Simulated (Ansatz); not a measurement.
# Nudged elastic band run: AlH$_{2}$Te

input.yaml

```yaml
crystal:
  periodic: [false, false, false]
  atoms:
    - { symbol: Al, position_ang: [0.11707, -1.120119, -0.132328] }
    - { symbol: Te, position_ang: [-0.1223, 1.400242, 0.275572] }
    - { symbol: H, position_ang: [0.476298, -1.966023, 1.202297] }
    - { symbol: H, position_ang: [-0.471078, 1.685899, -1.345541] }
magnetization:
  spin_polarized: true
  initial_magnetization: 1
basis:
  gaussian: { orbitals: def2-SVP }
hamiltonian:
  xc: pbe
  dispersion: d4
neb:
  order_check: false
  images: 7
  f_tol: 0.05
  max_iterations: 60
  final_atoms:
    - { symbol: Al, position_ang: [0.31067766, -0.73836578, 1.09478882] }
    - { symbol: Te, position_ang: [-0.15529469, 1.63677779, 0.22426308] }
    - { symbol: H, position_ang: [0.2406011, -1.94503937, 0.01697123] }
    - { symbol: H, position_ang: [-0.39599407, 1.04662636, -1.33602314] }
  initial_path:
    images:
      - { positions_ang: [[0.11707, -1.120119, -0.132328], [-0.1223, 1.400242, 0.275572], [0.476298, -1.966023, 1.202297], [-0.471078, 1.685899, -1.345541]] }
      - { positions_ang: [[0.2949378, -1.03796516, -0.05026093], [-0.04673533, 1.46803771, 0.24155052], [0.310341, -1.95186608, 1.07463618], [-0.55855347, 1.52179253, -1.26592577]] }
      - { positions_ang: [[0.4728056, -0.95581132, 0.03180614], [0.02882934, 1.53583342, 0.20752904], [0.144384, -1.93770916, 0.94697537], [-0.64602894, 1.35768606, -1.18631055]] }
      - { positions_ang: [[0.6506734, -0.87365748, 0.1138732], [0.10439401, 1.60362913, 0.17350756], [-0.021573, -1.92355225, 0.81931455], [-0.73350441, 1.19357959, -1.10669532]] }
      - { positions_ang: [[0.8285412, -0.79150363, 0.19594027], [0.17995868, 1.67142484, 0.13948608], [-0.18753, -1.90939533, 0.69165374], [-0.82097988, 1.02947313, -1.02708009]] }
      - { positions_ang: [[0.69907532, -0.77821917, 0.42065241], [0.09614534, 1.66276308, 0.16068033], [-0.08049722, -1.91830634, 0.52298311], [-0.71473343, 1.03376143, -1.10431585]] }
      - { positions_ang: [[0.56960943, -0.76493471, 0.64536455], [0.01233199, 1.65410132, 0.18187458], [0.02653555, -1.92721735, 0.35431248], [-0.60848698, 1.03804974, -1.18155161]] }
      - { positions_ang: [[0.44014355, -0.75165024, 0.87007669], [-0.07148135, 1.64543955, 0.20306883], [0.13356833, -1.93612836, 0.18564186], [-0.50224053, 1.04233805, -1.25878738]] }
      - { positions_ang: [[0.31067766, -0.73836578, 1.09478882], [-0.15529469, 1.63677779, 0.22426308], [0.2406011, -1.94503937, 0.01697123], [-0.39599407, 1.04662636, -1.33602314]] }
```

Command:

```bash
$ ansatz run input.yaml --threads 1 --pin off --max-ram 2048MiB --backend cpu --events-out ev --progress --plain --runs-dir out
```

Output, in part (warnings, iteration lines, the closing report on the highest movable image, with atoms numbered from 0):

```
NEB end point (image 0): max|allowed force component| = 3.046e-3 eV/Å (the criterion of neb.relax_end_points is 1.000e-2)
NEB end point (image 8): max|allowed force component| = 4.084e-3 eV/Å (the criterion of neb.relax_end_points is 1.000e-2)
NEB iter   1: max|band force component| = 5.586e0 eV/Å  barrier→ = 1.1247 eV  barrier← = 1.0724 eV  Δτ_max = 0.1964 Å  (260 SCF iters)
NEB iter   2: max|band force component| = 2.169e0 eV/Å  barrier→ = 0.3575 eV  barrier← = 0.3052 eV  Δτ_max = 0.1715 Å  (221 SCF iters)
NEB iter   3: max|band force component| = 8.128e-1 eV/Å  barrier→ = 0.2884 eV  barrier← = 0.2362 eV  Δτ_max = 0.1002 Å  (201 SCF iters)
NEB iter   4: max|band force component| = 2.739e-1 eV/Å  barrier→ = 0.2855 eV  barrier← = 0.2333 eV  CI = image 4  Δτ_max = 0.0808 Å  (202 SCF iters)
NEB iter   5: max|band force component| = 9.982e-2 eV/Å  barrier→ = 0.2905 eV  barrier← = 0.2383 eV  CI = image 4  Δτ_max = 0.0241 Å  (199 SCF iters)
NEB iter   6: max|band force component| = 3.704e-2 eV/Å  barrier→ = 0.2907 eV  barrier← = 0.2384 eV  CI = image 4  Δτ_max = 0.0000 Å  (397 SCF iters)
Total energy: -13915.73137441 eV, -511.3936955879 hartree
Atom 0 at     0.818976    -0.889926     0.097954 Å, force     0.007376     0.002660    -0.003390 eV/Å
Atom 1 at     0.096861     1.631075     0.205431 Å, force    -0.003482     0.000757    -0.004609 eV/Å
Atom 2 at    -0.118472    -1.978789     0.866940 Å, force    -0.005794    -0.005012     0.003481 eV/Å
Atom 3 at    -0.797374     1.237639    -1.170325 Å, force     0.001900     0.001595     0.004518 eV/Å
Dipole moment:     0.071634    -0.141094    -0.046165 e Å
```

It converged. A vibrational analysis at the climbing image gives one clearly imaginary mode, 381i cm⁻¹: a first-order saddle point.

Final band (atoms are numbered from 1 in the order of the input):

```tsv
image	path coordinate (Å)	energy (eV)	dihedral H3–Al1–Te2–H4 (°)
0	0.00	0.000	-180
1	0.31	0.041	-158
2	0.63	0.139	-136
3	0.94	0.243	-113
4	1.25	0.291	-88
5	1.52	0.251	-67
6	1.78	0.161	-44
7	2.05	0.082	-22
8	2.31	0.052	0
```

Time of the run: 80 s on 1 CPU thread of a shared host.
